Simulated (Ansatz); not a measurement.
Cost and result for the atomization energy of C₂H₅ClF₂Si (`F[C@@H]([SiH3])[C@@H](F)Cl`) (11 atoms, 10 bonds).

Cartesian coordinates in Å:
```
F -0.572 -1.353 1.113
C -0.552 -0.229 0.306
Si 0.851 0.924 0.915
C -0.407 -0.615 -1.142
F 0.826 -1.138 -1.387
Cl -1.632 -1.797 -1.642
H -1.518 0.279 0.410
H 0.469 1.414 2.261
H 2.129 0.181 0.970
H 0.947 2.069 -0.028
H -0.541 0.264 -1.777
```

The species carries charge 0 and has multiplicity 1. The structure was optimised at the PBE0-D4/def2-TZVP level. It is one conformer, not always the lowest. Program: Ansatz. All runs use 4 threads of an Arm Neoverse V1 on a shared host. Times are those of one run each, without the atoms' runs, and a repeat can differ threefold. Electronic energies, without spin–orbit coupling; frozen cores. CCSD(T)/CBS adds CCSD(T) − MP2 in def2-TZVPP to the MP2 limit, and its time is that of the two runs behind it. T1 = 0.012. B3LYP takes the VWN-RPA correlation (the form of Gaussian; ORCA's B3LYP/G).

CCSD(T)/CBS is a level of theory with its own doubt, some kJ/mol a heavy atom from the limit and from the frozen cores, so smaller differences don't rank the functionals.

| level | functions | wall time | atomization (kcal/mol) | difference from CCSD(T)/CBS | per bond |
| --- | --- | --- | --- | --- | --- |
| PBE-D4/def2-TZVPP (with forces) | 278 | 3.4 s | 932.2 | 21.9 | 2.2 |
| PBE0-D4/def2-TZVPP | 278 | 4.6 s | 911.7 | 1.4 | 0.1 |
| r2SCAN-D4/def2-TZVPP (with forces) | 278 | 7 s | 914.1 | 3.8 | 0.4 |
| B3LYP-D4/def2-TZVPP (with forces) | 278 | 7 s | 906.2 | -4.1 | -0.4 |
| B2PLYP/def2-TZVPP | 278 | 8 s | 896.9 | -13.4 | -1.3 |
| ωB97X-V/def2-TZVPP | 278 | 10 s | 915.8 | 5.5 | 0.6 |
| ωB97M-V/def2-TZVPP (with forces) | 278 | 16 s | 914.1 | 3.8 | 0.4 |
| MP2/def2-QZVPP | 518 | 31 s | 919.7 | 9.4 | 0.9 |
| CCSD(T)/def2-TZVPP | 278 | 5.8 min | 885.0 | -25.3 | -2.5 |
| CCSD(T)/CBS(def2) | – | 6.3 min | 910.3 | 0.0 | 0.0 |

In def2-TZVPP, CCSD(T) changes the Hartree–Fock value by +233.2 kcal/mol (the triples alone add +15.3 kcal/mol) and MP2 by +253.0 kcal/mol; breaking electron pairs costs correlation energy, which Hartree–Fock lacks. From PBE to PBE0 (25 % exact exchange), in def2-TZVPP and without D4, the atomization energy moves by −19.5 kcal/mol: exact exchange takes away binding that semilocal exchange gives to molecules. The D4 term adds +9.6 kcal/mol with B3LYP and +5.0 kcal/mol with PBE0; it sums over pairs of atoms, weighted by their polarisabilities, and B3LYP, whose exchange is more repulsive, gets the larger term.
